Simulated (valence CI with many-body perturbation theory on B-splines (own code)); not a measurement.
## Zn VII: key properties

Level of theory: configuration interaction combined with many-body perturbation theory (CI+MBPT): six valence electrons over a frozen Dirac-Fock core [Ar], radial functions for each j: 7 s, 7 p, 8 d, 6 f, 4 g, 1 h, with the one-electron correlation potential Σ1 (screened to all orders), the two-electron term Σ2, the three-electron term Σ3, Breit, model QED; selected single and double excitations, second order for the rest, scaled by the run's own slope (own B-spline code, finite nucleus).

Set against measurement, 26 paired levels are off by 679 cm⁻¹ on average, the worst by 2022. These come from a selection out of Sugar and Musgrove, J. Phys. Chem. Ref. Data 24, 1803 (1995). Levels without a partner in it may be off by more, other configurations by 1,000 to 8,000 cm⁻¹. Among the levels kept, up to 520 cm⁻¹ of a level comes from second order outside the variational space, and about a tenth of that is noise between levels of different J, which matters for small intervals. Only levels of the ground parity were solved; by the run's estimate the other parity begins above the list, which can be wrong where configurations are misplaced.

Rates and lifetimes use the calculated energies. Strong lines usually hold to 10 to 20 %, long lifetimes can be off by a factor of two.

Question: What is the ground level?

Answer: 3d⁶ ⁵D_4, composition 99 % 3d⁶ ⁵D, g = 1.499.

Question: How is the term ⁵D of the ground level split?

Answer: J = 4 at 0.000, J = 3 at 0.190, J = 2 at 0.314, J = 1 at 0.394, J = 0 at 0.434 eV.

Question: What is the ionisation energy?

Answer: 133.79 eV; NIST lists 133.9 ± 1.2 eV (semi-empirical).

Question: How well does LS coupling describe the low levels?

Answer: Among the lowest 20 levels the leading LS term, summed over configurations, holds 96 % on average. For single configurations the figures are 95 % in LS and 53 % in jj coupling. Terms mix most in the J = 4 level at 4.427 eV, where the leading one holds 81 %.

Question: Name the longest-lived excited levels whose lifetime is computed, and their main decay.

Answer: 3d⁶ ³H_6 at 4.005 eV lives 40100 s, mostly by E2 to 3d⁶ ⁵D_4.
